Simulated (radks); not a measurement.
Effect of the nuclear size on the calcium ion Ca15+, [He] 2s2 2p1. All-electron calculation, Dirac Kohn-Sham, BLYP, spin-unpolarised, spherical densities, finite nucleus; open shells fill j = l - 1/2 first; Fermi nuclear charge, rms radius 3.4776 fm. Program: a radial shooting solver on a logarithmic mesh with Libxc functionals. The rms radius is varied about that value; shifts are against it.

rms radius (fm)  total energy shift (eV)  density at nucleus (e/bohr^3)  1s1/2 shift (meV)  2s1/2 shift (meV)  2p1/2 shift (meV)  3s1/2 (empty) shift (meV)
2.8899                          -0.00952                           6298              -3.97             -0.409              0.050                     -0.108
3.2063                          -0.00461                           6281              -1.92             -0.198              0.024                     -0.052
3.4776                                 0                           6268              0.000              0.000              0.000                      0.000
3.7523                           0.00503                           6256               2.10              0.216             -0.027                      0.057
4.3366                            0.0170                           6233               7.08              0.730             -0.090                      0.193

Slopes of the eigenvalues against <r^2> in GHz/fm^2, as finite differences over the two radii next to the reference (eigenvalue slopes, not the field-shift constants of lines): 1s1/2 256, 2s1/2 26.4, 2p1/2 -3.24, 3s1/2 (empty) 6.97.
